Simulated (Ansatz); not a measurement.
Basis-set extrapolation for C4H2Cl2Si (`C#C[Si](Cl)(Cl)C#C`) (PBE0-D4/def2-TZVP geometry, frozen core, Ansatz 0.2.0). Multiplicity 1, RHF reference.

```tsv
	def2-TZVPP	def2-QZVPP
HF	-1360.672666	-1360.712833
MP2 correlation	-1.077868	-1.164864
CCSD(T) correlation	-1.179419	not run
```

Energies in hartree. Use E(X) = E(∞) + A·exp(−7.88·√X) for Hartree–Fock and E(X) = E(∞) + B·X^(−2.97) for correlation, with X = 3 and 4, and add CCSD(T) minus MP2 of the smaller set to the MP2 limit.

Problem. What is the CCSD(T) energy at the basis-set limit?

Solution. HF limit: -1360.712833 + (-0.040167) × 0.13774 = -1360.71837. MP2 limit: -1.164864 + (-0.086996) × 0.74074 = -1.22931. Higher-order term: -1.179419 − (-1.077868) = -0.10155. Total: -1362.04923 hartree, 123.7 kcal/mol below CCSD(T)/def2-TZVPP.
